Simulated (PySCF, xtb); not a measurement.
F5Te, SMILES F[Te](F)(F)(F)F, multiplicity 2.

Harmonic wavenumbers (cm⁻¹) from GFN2-xTB run with xtb at its own minimum, in rising order: 86, 86, 119, 139, 186, 228, 229, 377, 378, 421, 430, 497.

What does PySCF with B3LYP-D3(BJ)/def2-SVP give at its own minimum? (An estimate is asked for; the answer gives what the named calculation found.)

115, 180, 180, 219, 244, 261, 261, 581, 583, 606, 606, 693. Paired by order, the mean absolute difference is 113 cm⁻¹ and the zero-point energies are 4.5 and 6.5 kcal/mol.
